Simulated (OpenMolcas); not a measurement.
A calculation on Ir3+.

```json
{"Program": "OpenMolcas", "Method": "MS-RASPT2, IPEA 0.25 Eh, imaginary shift 0.1 Eh (closed shells correlated: 5s 5p)", "Basis": "ANO-RCC-VTZP [8s7p5d3f1g]", "Scalar Hamiltonian": "DKH2, point nucleus", "Active space": "6 electrons in 9 orbitals (RAS2 5d 6s; RAS3 6p, at most 2 electrons)", "State averaging": "2S+1 = 5 even, 35 roots; 2S+1 = 7 even, 1 root kept (CI in the orbitals of an earlier block); 2S+1 = 3 even, 87 roots kept (CI in the orbitals of an earlier block); 2S+1 = 1 even, 86 roots kept (CI in the orbitals of an earlier block); 2S+1 = 5 odd, 75 roots (3 in the spin-orbit step); 2S+1 = 7 odd, 3 roots kept (CI in the orbitals of an earlier block); 2S+1 = 3 odd, 82 roots kept (CI in the orbitals of an earlier block, 0 in the spin-orbit step); 2S+1 = 1 odd, 86 roots kept (CI in the orbitals of an earlier block, 0 in the spin-orbit step)", "Spin-orbit coupling": "RASSI with atomic mean-field integrals over the reference wave functions, term energies averaged over their components"}
```

**Question.** Which level of the active space comes out lowest?

**Answer.** 5d6 5D4, with 81 % of that term.

**Question.** How high does 5d6 5D3 lie?

**Answer.** 6380 cm-1 above the lowest level.

**Question.** How high does 5d6 5D0 [75 %] lie?

**Answer.** 9440 cm-1 above the lowest level.

**Question.** How high does 5d6 3F2(1) [72 %] lie?

**Answer.** 23680 cm-1 above the lowest level.

**Question.** The level at 15500 cm-1 has J = 4. What is it made of, and what is its g factor?

**Answer.** 24 % 5d6 3G4, 23 % 5d6 3H, 22 % 5d6 1G(1); g = 1.070, against 1.050 from Landé's formula for the pure leading term.

CASPT2 does not keep the components of a term degenerate, so their means are used; among the terms shown or strongly mixed into the levels shown the widest spread is 100 cm-1 (5d6 1G(1)). Blocks of more than 70 roots (2S+1 = 3 even, 1 even) ran without multistate coupling. Some high roots are left out of the spin-orbit mixing, which shifts the levels that they would mix with. Terms from blocks run as CI alone lack orbitals of their own. Only configurations of the active space appear.

A share in square brackets marks a mixed level and gives the weight of the term that names it. A number in round brackets counts repeated terms of one configuration in the order of the reference energies.
